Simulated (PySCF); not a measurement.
PySCF input file for C2H9NOSi2, SMILES [SiH2](N[SiH3])OC=C, B3LYP-D3(BJ)/def2-SVP. Geometry optimised at B3LYP-D3(BJ)/def2-SVP. The structure was generated by enumeration, and PubChem lists no compound with its InChIKey, so it may never have been made. The values are those of a single conformer.

```python
import numpy as np
from pyscf import gto, scf, dft, df
from pyscf.hessian import thermo

mol = gto.M(
    atom='''
    C     3.28876533    0.28981877    0.63279377
    C     1.97197192    0.16263858    0.45505528
    O     1.41816621   -0.81815145   -0.30354901
    Si   -0.14270074   -0.84671256   -0.93059729
    N    -1.32986997   -0.39280581    0.24811852
    Si   -2.21804082    1.10503819    0.42000707
    H     3.67604333    1.08418206    1.27210423
    H     3.99100300   -0.39481826    0.15201917
    H     1.25920522    0.84280631    0.94184314
    H    -0.31014304   -2.25402707   -1.36192212
    H    -0.26254763    0.11775868   -2.05466004
    H    -1.49071895   -1.08064758    0.98362386
    H    -3.69278094    0.87324472    0.41553386
    H    -1.84286223    1.96988464   -0.73121871
    H    -1.87748011    1.80516560    1.69540769
    ''',
    basis='def2-SVP',
    charge=0,
    spin=0,
    max_memory=1600,
    verbose=3,
)
mf = dft.RKS(mol, xc='b3lyp').density_fit(auxbasis='def2-universal-jkfit')
mf.disp = 'd3bj'
mf.grids.level = 3
mf.conv_tol = 1e-11
mf.max_cycle = 100
mf.kernel()

# [left out here: the lines that compute and print the analytic Hessian (its translational invariance restored by hand, since the grid's response is missing), thermochemistry and intensities]
```

Log of the run:

```
[...]
       6   H                 0.02 -0.02  0.02   -0.03 -0.16  0.21   -0.11  0.01  0.01
       7   H                -0.02  0.00 -0.02    0.03  0.24 -0.31    0.07  0.04  0.02
       8   H                -0.00  0.02 -0.03    0.05  0.49 -0.62    0.01  0.03 -0.00
       9   H                 0.10  0.07 -0.24    0.00 -0.01  0.02   -0.13 -0.03  0.10
      10   H                 0.10 -0.19 -0.16    0.01  0.01  0.00   -0.09  0.08  0.06
      11   H                 0.02 -0.01 -0.02   -0.01  0.00  0.00   -0.12  0.10  0.09
      12   H                -0.01  0.12 -0.52   -0.00  0.01  0.04    0.07 -0.47 -0.35
      13   H                -0.27  0.32  0.18   -0.01 -0.00 -0.01    0.16 -0.20 -0.10
      14   H                 0.35  0.32 -0.28   -0.04 -0.02  0.02    0.54 -0.23 -0.01
Mode                                24                  25                  26
Irrep
Freq [cm^-1]                     1039.8157           1204.8160           1225.4246
Reduced mass [au]                   2.2221              1.6400              2.8540
Force const [Dyne/A]                1.4156              1.4026              2.5251
Char temp [K]                    1496.0633           1733.4620           1763.1131
Normal mode                   x     y     z       x     y     z       x     y     z
       0   C                 0.04  0.10  0.07   -0.03  0.01  0.01    0.05 -0.03 -0.02
       1   C                 0.03 -0.04 -0.02    0.02 -0.06 -0.05   -0.04  0.12  0.09
       2   O                -0.13 -0.03 -0.05    0.03  0.04  0.04   -0.06 -0.09 -0.08
       3  Si                 0.04  0.00  0.01   -0.02  0.02 -0.00    0.00  0.01  0.01
       4   N                -0.01 -0.00  0.01    0.09 -0.08 -0.06    0.05 -0.04 -0.03
       5  Si                -0.00  0.01  0.00   -0.01  0.00  0.01   -0.01  0.01  0.01
       6   H                 0.49 -0.05 -0.01    0.00  0.00 -0.00    0.02 -0.01 -0.00
       7   H                -0.28 -0.12 -0.11   -0.14 -0.06 -0.05    0.29  0.12  0.11
       8   H                -0.10 -0.10 -0.12   -0.01 -0.08 -0.05    0.05  0.18  0.13
       9   H                 0.04 -0.01  0.04   -0.08  0.01  0.05    0.08 -0.02  0.06
      10   H                 0.01  0.01  0.01    0.03 -0.04 -0.05    0.09 -0.02 -0.03
      11   H                -0.03  0.03  0.03   -0.47  0.45  0.31   -0.22  0.21  0.15
      12   H                 0.01 -0.09 -0.05   -0.02  0.08 -0.01   -0.01  0.02 -0.01
      13   H                 0.03 -0.05 -0.03    0.05 -0.06 -0.02    0.02 -0.04 -0.02
      14   H                 0.09 -0.05  0.01   -0.03  0.07 -0.02   -0.01  0.03 -0.00
Mode                                27                  28                  29
Irrep
Freq [cm^-1]                     1335.5608           1410.7036           1721.1788
Reduced mass [au]                   1.1552              1.2392              4.9082
Force const [Dyne/A]                1.2140              1.4530              8.5668
Char temp [K]                    1921.5746           2029.6884           2476.3931
Normal mode                   x     y     z       x     y     z       x     y     z
       0   C                -0.06  0.03  0.02   -0.08  0.01  0.01    0.17  0.02  0.03
       1   C                 0.06 -0.00  0.00   -0.06 -0.06 -0.05   -0.19 -0.05 -0.05
       2   O                -0.01 -0.04 -0.03    0.03  0.02  0.01    0.02  0.01  0.01
       3  Si                 0.00 -0.00  0.00    0.00 -0.00 -0.00    0.00  0.00  0.00
       4   N                 0.00  0.00  0.00   -0.00  0.00  0.00   -0.00  0.00  0.00
       5  Si                -0.00  0.00 -0.00    0.00 -0.00 -0.00    0.00 -0.00 -0.00
       6   H                -0.25  0.09  0.05    0.57 -0.19 -0.11   -0.09  0.13  0.09
       7   H                -0.38 -0.17 -0.15    0.31  0.25  0.21   -0.05 -0.15 -0.12
       8   H                 0.61  0.34  0.31    0.36  0.22  0.20    0.09  0.17  0.14
       9   H                 0.01 -0.01  0.01   -0.03  0.01 -0.01   -0.01  0.01 -0.00
      10   H                 0.00  0.00  0.00   -0.02 -0.01  0.00   -0.02 -0.01  0.01
      11   H                 0.00 -0.00 -0.00    0.01 -0.01 -0.01    0.00 -0.00 -0.00
      12   H                -0.00 -0.01 -0.00   -0.00  0.00  0.00    0.00  0.00  0.00
      13   H                 0.00 -0.00 -0.00   -0.00  0.00  0.00   -0.00  0.00  0.00
      14   H                 0.01 -0.01  0.00    0.00 -0.00 -0.00   -0.00 -0.00 -0.00
Mode                                30                  31                  32
Irrep
Freq [cm^-1]                     2202.5412           2215.3560           2242.7754
Reduced mass [au]                   1.0487              1.0311              1.0400
Force const [Dyne/A]                2.9973              2.9816              3.0822
Char temp [K]                    3168.9664           3187.4040           3226.8544
Normal mode                   x     y     z       x     y     z       x     y     z
       0   C                 0.00  0.00  0.00   -0.00 -0.00 -0.00    0.00  0.00  0.00
       1   C                -0.00 -0.00 -0.00    0.00  0.00  0.00   -0.00 -0.00 -0.00
       2   O                 0.00  0.00  0.00   -0.00 -0.00 -0.00    0.00  0.00  0.00
       3  Si                -0.00 -0.00  0.00    0.00  0.00  0.00    0.00 -0.01  0.01
       4   N                 0.00 -0.00 -0.00   -0.00  0.00  0.00   -0.00  0.00  0.00
       5  Si                -0.02 -0.02 -0.03   -0.03  0.00  0.01    0.01  0.02 -0.02
       6   H                 0.00  0.00  0.00   -0.00 -0.00 -0.00    0.00  0.00  0.00
       7   H                -0.00 -0.00 -0.00   -0.00  0.00  0.00   -0.00 -0.00 -0.00
       8   H                 0.00 -0.00 -0.00    0.00  0.00  0.00    0.00  0.00  0.00
       9   H                 0.00  0.00  0.00   -0.01 -0.04 -0.01   -0.01 -0.03  0.00
      10   H                 0.00  0.00 -0.00   -0.00  0.02 -0.02   -0.04  0.36 -0.42
      11   H                -0.00 -0.00 -0.00   -0.00  0.00  0.00   -0.00  0.00  0.00
      12   H                 0.42  0.07 -0.01    0.87  0.14  0.01   -0.04 -0.00 -0.01
      13   H                -0.01 -0.01 -0.01   -0.02 -0.02  0.03   -0.20 -0.47  0.62
      14   H                 0.20  0.41  0.75   -0.11 -0.20 -0.36    0.01  0.01  0.00
Mode                                33                  34                  35
Irrep
Freq [cm^-1]                     2254.5961           2275.6792           3120.4687
Reduced mass [au]                   1.0399              1.0428              1.0870
Force const [Dyne/A]                3.1146              3.1819              6.2359
Char temp [K]                    3243.8618           3274.1957           4489.6597
Normal mode                   x     y     z       x     y     z       x     y     z
       0   C                 0.00  0.00  0.00    0.00  0.00  0.00   -0.01 -0.00 -0.00
       1   C                -0.00 -0.00 -0.00   -0.00 -0.00 -0.00   -0.06  0.05  0.03
       2   O                 0.00  0.00  0.00    0.00  0.00  0.00    0.00  0.00  0.00
       3  Si                 0.00 -0.02  0.02    0.00  0.03  0.01   -0.00  0.00 -0.00
       4   N                -0.00 -0.00  0.00   -0.00  0.00 -0.00    0.00 -0.00 -0.00
       5  Si                -0.00 -0.01  0.01    0.00 -0.00 -0.00    0.00  0.00  0.00
       6   H                 0.00  0.00  0.00    0.00  0.00  0.00    0.05  0.12  0.09
       7   H                -0.00 -0.00 -0.00    0.00 -0.00 -0.00    0.06 -0.06 -0.05
       8   H                 0.00 -0.00  0.00    0.00 -0.00 -0.00    0.61 -0.58 -0.41
       9   H                -0.01 -0.06 -0.01   -0.11 -0.93 -0.28    0.00  0.00  0.00
      10   H                -0.06  0.52 -0.61    0.00 -0.03  0.04    0.00 -0.00  0.00
      11   H                -0.00 -0.00  0.00   -0.00  0.00  0.00    0.00  0.00  0.00
      12   H                -0.01 -0.00  0.01   -0.03 -0.00 -0.00   -0.00 -0.00 -0.00
      13   H                 0.14  0.32 -0.44   -0.00 -0.00  0.01   -0.00 -0.00  0.00
      14   H                -0.00  0.00  0.01    0.00  0.01  0.02    0.00 -0.00 -0.00
Mode                                36                  37                  38
Irrep
Freq [cm^-1]                     3161.2198           3264.7826           3554.7339
Reduced mass [au]                   1.0666              1.1188              1.0743
Force const [Dyne/A]                6.2799              7.0263              7.9979
Char temp [K]                    4548.2914           4697.2953           5114.4706
Normal mode                   x     y     z       x     y     z       x     y     z
       0   C                 0.07  0.00  0.01    0.01 -0.07 -0.06   -0.00  0.00 -0.00
       1   C                -0.02  0.01  0.00    0.00 -0.00 -0.00    0.00  0.00  0.00
       2   O                 0.00 -0.00  0.00    0.00  0.00  0.00   -0.00 -0.00  0.00
       3  Si                -0.00  0.00  0.00    0.00 -0.00  0.00   -0.00  0.00  0.00
       4   N                -0.00 -0.00 -0.00   -0.00  0.00  0.00    0.01  0.05 -0.05
       5  Si                 0.00  0.00 -0.00    0.00 -0.00 -0.00    0.00 -0.00 -0.00
       6   H                -0.21 -0.45 -0.36    0.26  0.52  0.42   -0.00 -0.00 -0.00
       7   H                -0.46  0.46  0.32   -0.40  0.38  0.27   -0.00 -0.00  0.00
       8   H                 0.11 -0.10 -0.07   -0.04  0.03  0.02   -0.00  0.00  0.00
       9   H                 0.00  0.00  0.00   -0.00  0.00  0.00   -0.00 -0.00  0.00
      10   H                -0.00 -0.00  0.00   -0.00  0.00 -0.00   -0.00 -0.00  0.00
      11   H                 0.00  0.00  0.00   -0.00 -0.00 -0.00   -0.15 -0.65  0.69
      12   H                 0.00 -0.00  0.00   -0.00  0.00  0.00    0.00 -0.00 -0.00
      13   H                -0.00 -0.00  0.00    0.00  0.00 -0.00   -0.00 -0.00  0.00
      14   H                 0.00 -0.00  0.00    0.00  0.00  0.00    0.00 -0.00 -0.00
temperature 298.1500 [K]
pressure 101325.00 [Pa]
Rotational constants [GHz] 4.05177 1.11435 0.92010
Symmetry number 1
Zero-point energy (ZPE) 0.10622 [Eh]   278876.436 [J/mol]
                           tot       elec      trans        rot        vib
Entropy [J/mol/K]       410.878      0.000    168.378    120.242    122.259
Cv [J/mol/K]            134.520      0.000     12.472     12.472    109.577
Cp [J/mol/K]            142.835      0.000     20.786     12.472    109.577
Internal energy [J/mol]                      3718.434   3718.434 296267.766
Internal energy [Eh]   -790.24902  -790.36469
Enthalpy [J/mol]                             6197.391   3718.434 296267.766
Enthalpy [Eh]          -790.24807
Gibbs free energy [J/mol]                  -44004.460 -32131.607 259816.392
Gibbs free energy [Eh] -790.29473
mode   freq/cm-1   IR/(km/mol)
   1       37.90         0.524
   2       55.71         0.303
   3       62.12         1.015
   4       80.47         1.287
   5      149.36         2.082
   6      219.02         0.505
   7      282.94        12.615
   8      425.55        28.643
   9      477.71        49.849
  10      597.31        17.601
  11      624.70         6.694
  12      719.96         9.336
  13      723.81        85.507
  14      753.42        10.144
  15      769.33        56.363
  16      839.06        62.375
  17      863.24        52.617
  18      911.89       700.297
  19      937.73        43.407
  20      949.11        48.002
  21      951.73       231.689
  22      967.68        99.899
  23      985.80        17.864
  24     1009.30        71.983
  25     1039.82       100.747
  26     1204.82       240.028
  27     1225.42       240.087
  28     1335.56        26.661
  29     1410.70        19.587
  30     1721.18       200.430
  31     2202.54       149.571
  32     2215.36       141.825
  33     2242.78        11.689
  34     2254.60       169.351
  35     2275.68       132.206
  36     3120.47        19.294
  37     3161.22         0.177
  38     3264.78         3.867
  39     3554.73        34.903
max |gradient| / (hartree/bohr): 4.455801294754613e-05
APT charges: [-0.2891  0.6223 -1.1898  1.852  -1.1794  1.3286  0.0396  0.0547  0.0099
 -0.297  -0.2985  0.1847 -0.2938 -0.2472 -0.2971]
```

The calculation finished and met its thresholds.

Cost: around 8 core-minutes (rough).
